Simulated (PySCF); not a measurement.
## Telling isomers of C₉H₁₁N apart by NMR

Averaged over atoms made equivalent by symmetry, fast rotation or ring inversion, single conformer, non-relativistic, in vacuum. σ from GIAO-PBE0/pcSseg-1; coordinates at the GFN2-xTB level; PySCF 2.14.0 with density-fitted response routines.

δ = σ(ref) − σ, references computed at the same level: TMS for 1H, 13C. Where no couplings were computed, multiplicities follow the n + 1 count of equivalent neighbours, and m marks all less simple cases (inequivalent or close neighbours, rings, F or P nearby). Shifts are as computed. Against solution values, carbons near 30 ppm lie about +3 ppm off and those near 130 ppm about +5 ppm. Of 1211 compounds with measured shifts, 218 miss one by over three times the rms of a fit or turn the order of signals round; such compounds aren't used in these exercises. OH and NH positions are gas-phase values without hydrogen bonding to other molecules.

(1) Tabulate the signals of `C/C=C\Cc1ccncc1`, `C=Cc1ccccc1NC`, `c1ccc(NC2CC2)cc1` and their relative energies.

(2) What is the quickest way to tell C/C=C\Cc1ccncc1 from c1ccc(NC2CC2)cc1?

(3) What is the quickest way to tell C=Cc1ccccc1NC from c1ccc(NC2CC2)cc1?

(4) What is the quickest way to tell C/C=C\Cc1ccncc1 from C=Cc1ccccc1NC?

Results:

(1) 
| SMILES | carbon types | δC | δH | E rel. (kcal/mol) |
| --- | --- | --- | --- | --- |
| C/C=C\Cc1ccncc1 | 1×C 6×CH 1×CH2 1×CH3 | 156.4, 156.1, 137.8, 131.0, 128.7, 38.5, 16.2 | 8.88 (d, 2H), 7.21 (d, 2H), 5.71 (m, 1H), 5.68 (m, 1H), 3.44 (d, 2H), 2.01 (d, 3H) | 1.0 |
| C=Cc1ccccc1NC | 2×C 5×CH 1×CH2 1×CH3 | 150.1, 141.0, 135.4, 133.2, 128.6, 122.1, 121.8, 112.4, 31.9 | 7.63 (d, 1H), 7.51 (m, 1H), 7.02 (m, 1H), 6.99 (m, 1H), 6.62 (d, 1H), 5.92 (m, 1H), 5.51 (m, 1H), 3.17 (br s, 1H), 3.00 (s, 3H) | 0.0 |
| c1ccc(NC2CC2)cc1 | 1×C 6×CH 2×CH2 | 153.1, 134.8, 121.8, 116.0, 27.6, 9.6 | 7.45 (m, 2H), 6.90 (t, 1H), 6.77 (d, 2H), 3.07 (br s, 1H), 2.68 (m, 1H), 0.79 (m, 2H), 0.35 (m, 2H) | 4.3 |

Energies are electronic energies at PBE0/pcSseg-1 on these geometries, without zero-point or thermal terms, each for the one conformer computed, which needn't be the lowest.

(2) Count the carbon signals: 7 against 6. The first has an allylic methyl carbon (CH3) at 16.2 ppm, the second a three-membered-ring carbon (CH) at 27.6 ppm. Their most deshielded carbons lie at 156.4 and 153.1 ppm. In the proton spectra the most deshielded non-exchanging signals are 8.88 (d, 2H) and 7.45 (m, 2H).

(3) Count the carbon signals: 9 against 6. The first has a terminal =CH2 carbon at 121.8 ppm, the second a three-membered-ring carbon (CH) at 27.6 ppm. Their most deshielded carbons lie at 150.1 and 153.1 ppm.

(4) Count the carbon signals: 7 against 9. The first has an sp3 CH2 on an aromatic ring at 38.5 ppm, the second a terminal =CH2 carbon at 121.8 ppm. Their most deshielded carbons lie at 156.4 and 150.1 ppm. In the proton spectra the most deshielded non-exchanging signals are 8.88 (d, 2H) and 7.63 (d, 1H).
